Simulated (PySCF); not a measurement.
C2H9InN2 (SMILES C[N](C)[InH][NH2]), singlet, geometry from GFN2-xTB (such geometries of metal compounds can be far from the true shape) (all electrons, no relativity); CASSCF(6,5)/STO-3G (PySCF).

Here is a job for PySCF.
```python
from pyscf import gto, scf, mcscf
import numpy

mol = gto.M(
    atom='''
In    0.115652    0.075555   -0.671566
H     1.376902   -0.584383   -1.674141
N    -1.309013    1.468264   -1.221600
H    -1.160657    1.850942   -2.150904
H    -1.289315    2.255815   -0.578303
N     0.328121   -0.327685    1.354011
C     1.091534   -1.497953    1.717607
C    -0.810674   -0.113466    2.214187
H     1.610034   -1.319689    2.668064
H     0.466808   -2.396728    1.836149
H     1.843431   -1.687383    0.946420
H    -1.448580   -1.006696    2.307910
H    -0.471926    0.163258    3.220276
H    -1.412573    0.707125    1.813611
''',
    basis='sto-3g',
    charge=0,
    spin=0,
    verbose=4,
)

mf = scf.RHF(mol)
mf.kernel()
mc = mcscf.CASSCF(mf, 5, 6)
mc.fix_spin_(ss=0.0)
mc.conv_tol = 1e-5
mc.kernel()
occ = numpy.linalg.eigvalsh(mc.fcisolver.make_rdm1(mc.ci, mc.ncas, mc.nelecas))[::-1]
ss = mc.fcisolver.spin_square(mc.ci, mc.ncas, mc.nelecas)[0]
print('natural occupations', occ.round(4), ' <S^2>', round(ss, 4))
```

It wrote (shortened):

```
PySCF version 2.14.0

[INPUT] verbose = 4
[INPUT] num. atoms = 14
[INPUT] num. electrons = 84
[INPUT] charge = 0
[INPUT] spin (= nelec alpha-beta = 2S) = 0
[INPUT] symmetry False subgroup None
[INPUT] Mole.unit = angstrom
[INPUT] Symbol           X                Y                Z      unit          X                Y                Z       unit  Magmom
[...]
nuclear repulsion = 475.640882365608
number of shells = 32
number of NR pGTOs = 168
number of NR cGTOs = 56
basis = sto-3g
ecp = {}

******** <class 'pyscf.scf.hf.RHF'> ********
method = RHF
initial guess = minao
damping factor = 0
level_shift factor = 0
DIIS = <class 'pyscf.scf.diis.CDIIS'>
diis_start_cycle = 1
diis_space = 8
diis_damp = 0
SCF conv_tol = 1e-09
SCF conv_tol_grad = None
SCF max_cycles = 50
direct_scf = True
direct_scf_tol = 1e-13
Set gradient conv threshold to 3.16228e-05
Initial guess from minao.
init E= -5855.31338988886
[...]
cycle= 1 E= -5870.27160210094  delta_E=  -15  |g|= 0.58  |ddm|= 4.45
[...]
cycle= 2 E= -5870.40582045534  delta_E= -0.134  |g|= 0.13  |ddm|= 1.03
[...]
cycle= 3 E= -5870.41463600066  delta_E= -0.00882  |g|= 0.0507  |ddm|= 0.294
[...]
cycle= 4 E= -5870.41585815712  delta_E= -0.00122  |g|= 0.0118  |ddm|= 0.094
[...]
cycle= 5 E= -5870.41601887673  delta_E= -0.000161  |g|= 0.00463  |ddm|= 0.0468
[...]
cycle= 6 E= -5870.41603878329  delta_E= -1.99e-05  |g|= 0.00155  |ddm|= 0.0154
[...]
cycle= 7 E= -5870.41604222566  delta_E= -3.44e-06  |g|= 0.000299  |ddm|= 0.00853
[...]
cycle= 8 E= -5870.41604232873  delta_E= -1.03e-07  |g|= 9.08e-05  |ddm|= 0.00124
[...]
cycle= 9 E= -5870.41604233766  delta_E= -8.93e-09  |g|= 1.81e-05  |ddm|= 0.000384
[...]
cycle= 10 E= -5870.41604233801  delta_E= -3.46e-10  |g|= 4.63e-06  |ddm|= 6.68e-05
[...]
Extra cycle  E= -5870.41604233804  delta_E= -3.09e-11  |g|= 2.17e-06  |ddm|= 1.13e-05
converged SCF energy = -5870.41604233804

******** <class 'pyscf.mcscf.mc1step.CASSCF'> ********
CAS (3e+3e, 5o), ncore = 39, nvir = 12
max_cycle_macro = 50
max_cycle_micro = 4
conv_tol = 1e-05
conv_tol_grad = None
orbital rotation max_stepsize = 0.02
orbital rotation threshold for CI restart = 0.01
augmented hessian ah_max_cycle = 30
augmented hessian ah_conv_tol = 1e-12
augmented hessian ah_linear dependence = 1e-14
augmented hessian ah_level shift = 1e-08
augmented hessian ah_start_tol = 2.5
augmented hessian ah_start_cycle = 3
augmented hessian ah_grad_trust_region = 3
kf_trust_region = 3
kf_interval = 4
ci_response_space = 4
ci_grad_trust_region = 3
[...]
CASCI E = -5870.42146219187  S^2 = 0.0000000
[...]
macro iter  12 ( 21 JK    4 micro), CASSCF E = -5870.44631384911  dE = -2.93825100e-03  S^2 = 0.0000000
               |grad[o]|=0.00618  |grad[c]|=0.0211  |ddm|=0.0446  |maxRot[o]|=0.275
macro iter  13 ( 21 JK    4 micro), CASSCF E = -5870.44795830446  dE = -1.64445535e-03  S^2 = 0.0000000
               |grad[o]|=0.00926  |grad[c]|=0.0207  |ddm|=0.028  |maxRot[o]|=0.162
macro iter  14 ( 21 JK    4 micro), CASSCF E = -5870.44890291401  dE = -9.44609548e-04  S^2 = 0.0000000
               |grad[o]|=0.0111  |grad[c]|=0.00665  |ddm|=0.00754  |maxRot[o]|=0.0531
macro iter  15 ( 21 JK    4 micro), CASSCF E = -5870.44899622899  dE = -9.33149813e-05  S^2 = 0.0000000
               |grad[o]|=0.00493  |grad[c]|=0.00415  |ddm|=0.00296  |maxRot[o]|=0.039
macro iter  16 (  7 JK    2 micro), CASSCF E = -5870.44917041718  dE = -1.74188191e-04  S^2 = 0.0000000
               |grad[o]|=0.00298  |grad[c]|=0.00127  |ddm|=0.00241  |maxRot[o]|=0.0672
macro iter  17 (  7 JK    2 micro), CASSCF E = -5870.44930382829  dE = -1.33411109e-04  S^2 = 0.0000000
               |grad[o]|=0.00242  |grad[c]|=0.00281  |ddm|=0.000928  |maxRot[o]|=0.0698
macro iter  18 (  7 JK    2 micro), CASSCF E = -5870.44941331391  dE = -1.09485618e-04  S^2 = 0.0000000
               |grad[o]|=0.00189  |grad[c]|=0.00557  |ddm|=0.000728  |maxRot[o]|=0.0698
macro iter  19 (  6 JK    1 micro), CASSCF E = -5870.44949608708  dE = -8.27731692e-05  S^2 = 0.0000000
               |grad[o]|=0.00134  |grad[c]|=0.00969  |ddm|=0.000505  |maxRot[o]|=0.0792
macro iter  20 (  4 JK    1 micro), CASSCF E = -5870.44951685479  dE = -2.07677131e-05  S^2 = 0.0000000
               |grad[o]|=0.000721  |grad[c]|=0.00261  |ddm|=0.000217  |maxRot[o]|= 0.04
macro iter  21 (  3 JK    1 micro), CASSCF E = -5870.44952247795  dE = -5.62316200e-06  S^2 = 0.0000000
               |grad[o]|=0.000366  |grad[c]|=0.000933  |ddm|=0.000133  |maxRot[o]|= 0.02
macro iter  22 (  1 JK    1 micro), CASSCF E = -5870.44952247847  dE = -5.14774001e-10  S^2 = 0.0000000
               |grad[o]|=0.000205  |grad[c]|=2.94e-05  |ddm|=9.26e-06  |maxRot[o]|=    0
1-step CASSCF converged in  22 macro (322 JK  66 micro) steps
CASSCF canonicalization
Density matrix diagonal elements [1.97966589 1.99534149 1.97586058 0.02518882 0.02394323]
CASSCF energy = -5870.44952247847
CASCI E = -5870.44952247847  E(CI) = -10.9345129988351  S^2 = 0.0000000
natural occupations [1.999  1.9811 1.9747 0.0249 0.0203]  <S^2> 0.0
```
